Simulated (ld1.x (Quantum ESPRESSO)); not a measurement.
# Ga: one change to a TM potential, before and after

| Property | Result |
| --- | --- |
| Element | gallium |
| Generator | ld1.x (Quantum ESPRESSO) 7.5 |
| Type | norm-conserving Troullier–Martins (Kleinman–Bylander form) |
| Functional | LDA (PZ) |
| Relativity | scalar-relativistic |
| Frozen core | [Ar] 3d10 |
| Valence charge | 3 |
| Reference configuration | 4s2 4p0 (charge +1) |
| Partial waves | 4p (bound, empty): rc 2.30 bohr; 4d channel at -0.2 Ry: rc 2.20 bohr; 4s (bound): rc 1.70 bohr |
| Local potential | the s channel |
| Core correction | none |

Change: all radii scaled by about 1.29 (s 2.20, p 2.98, d 2.84 bohr).

Cutoffs: the cutoffs (Ry, on a coarse ladder) from which the occupation-weighted sum of valence levels, in a spherical-Bessel basis at the reference potential, stays within 10 and 1 mRy of its value at 400 Ry; they do not see the model core or the augmentation charge, which bear on the density cutoff. Errors are all-electron minus pseudo energies relative to the spin-unpolarised reference configuration.

Q: Predict the effect on cutoff, ghosts and configuration errors.

A: The potential gets softer (18 Ry and 40 Ry → 12 Ry and 30 Ry); the bound ghost in d disappears; the errors of the 9 common tests hardly move. A larger radius leaves more room for a smooth pseudo-wave, so fewer plane waves are needed.

| quantity | base | changed |
| --- | --- | --- |
| cutoff, loose | 18 Ry | 12 Ry |
| cutoff, tight | 40 Ry | 30 Ry |
| bound ghosts | d | none |
| error for 4s2 4p1, meV [ΔE -5.89 eV] | +14 | +13 |
| error for 4s1 4p0, meV [ΔE 21.50 eV] | +99 | +93 |
| error for 4s2 4p0.5, meV [ΔE -3.77 eV] | +5.3 | +4.8 |
| error for 4s2 4p1.3, meV [ΔE -6.47 eV] | +19 | +17 |
| error for 4s1 4p1, meV [ΔE 7.45 eV] | +24 | +22 |
| error for 4s1 4p2, meV [ΔE 0.72 eV] | +33 | +30 |
| error for 4s0 4p3, meV [ΔE 7.66 eV] | +101 | +94 |
| error for 4s2 4p1 (spin-polarised), meV [ΔE -6.02 eV] | +30 | +28 |
| error for 4s1 4p0 (spin-polarised), meV [ΔE 21.20 eV] | +411 | +402 |

 A true bound ghost makes a file unfit for plane-wave use even where its test errors are small: the radial tests pick states by their node count and pass the ghost by.
